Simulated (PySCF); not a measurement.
# Telling isomers of C₈H₆ClO₂P apart by NMR

PySCF 2.14 calculation with geometry from GFN2-xTB and GIAO PBE0/pcSseg-1 shieldings; non-relativistic, rapidly exchanging positions averaged, in vacuum, a single conformation.

Shifts are taken against calculated references (same method and geometry level): $^{1}$H (σ = 31.72 ppm) and $^{13}$C (σ = 186.93 ppm) against TMS. Splittings of carbon signals by F and P are missing where no couplings were computed. Where no couplings were computed, multiplicities follow the n + 1 count of equivalent neighbours, and m marks all less simple cases (inequivalent or close neighbours, rings, F or P nearby). Shifts are as computed. Against solution values, carbons near 30 ppm lie about +3 ppm off and those near 130 ppm about +5 ppm; carbons on Cl a further +6 ppm. Of 1211 compounds with measured shifts, 218 miss one by over three times the rms of a fit or turn the order of signals round; such compounds aren't used in these exercises. Carbons bonded to Cl come out too deshielded. OH and NH positions are gas-phase values without hydrogen bonding to other molecules.

(1) Tabulate the signals of `Cc1cc(C=O)pc(Cl)c1C=O`, `C#C[P@@](=O)(O)c1ccc(Cl)cc1` and their relative energies.

(2) What is the quickest way to tell Cc1cc(C=O)pc(Cl)c1C=O from C#C[P@@](=O)(O)c1ccc(Cl)cc1?

Results:

(1) 
| SMILES | carbon types | δC | δH | E rel. (kcal/mol) |
| --- | --- | --- | --- | --- |
| Cc1cc(C=O)pc(Cl)c1C=O | 4×C 3×CH 1×CH3 | 199.3, 197.6, 196.4, 179.4, 154.7, 145.9, 137.0, 28.8 | 11.41 (m, 1H), 10.20 (m, 1H), 7.96 (m, 1H), 3.11 (s, 3H) | 6.8 |
| C#C[P@@](=O)(O)c1ccc(Cl)cc1 | 3×C 5×CH | 151.1, 137.6, 137.4, 134.4, 95.4, 84.9 | 8.07 (m, 2H), 7.71 (m, 2H), 3.04 (br s, 1H), 2.35 (m, 1H) | 0.0 |

Energies are electronic energies at PBE0/pcSseg-1 on these geometries, without zero-point or thermal terms, each for the one conformer computed, which needn't be the lowest.

(2) Count the carbon signals: 8 against 6. The first has an aldehyde carbonyl carbon (CH) at 199.3 ppm, the second an alkyne carbon (C) at 84.9 ppm. Their most deshielded carbons lie at 199.3 and 151.1 ppm. In the proton spectra the most deshielded non-exchanging signals are 11.41 (m, 1H) and 8.07 (m, 2H).
